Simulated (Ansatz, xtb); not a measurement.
Species: CrO3 (charge -1, doublet). The spin state was set by rule; other spins were not relaxed. 
Geometry from a B3LYP-D3(BJ)/def2-TZVP (Ansatz, a program for electronic structure) optimisation:
```xyz
4

Cr     0.0000     0.0000     0.0000
O     -1.1134    -1.1707    -0.1490
O     -0.0577     1.3020    -0.9663
O      1.1710    -0.1313     1.1153
```
Charge -1, spin multiplicity 2.

Harmonic wavenumbers from GFN2-xTB (xtb, at its own minimum), cm⁻¹: 258, 309, 309, 799, 938, 939.

**Question.** Give the harmonic wavenumbers at B3LYP-D3(BJ)/def2-TZVP (Ansatz, finite differences of forces, unscaled).

**Answer.** 125, 345, 345, 909, 998, 998 cm⁻¹. Zero-point energy 5.3 kcal/mol.

**Question.** From these and the geometry, give the ideal-gas thermochemistry at 298.15 K and 1 atm (rigid rotor, harmonic oscillator).

**Answer.** Point group D3h, rotational symmetry number 6. Rotational constants 8, 8, 4 GHz. S(trans) 39.72, S(rot) 21.08, S(vib) 5.73, S(elec, spin only) 1.38, S 67.9 cal/(mol K). H(298) - H(0) 3.34 kcal/mol; G - E(el) -11.6 kcal/mol.
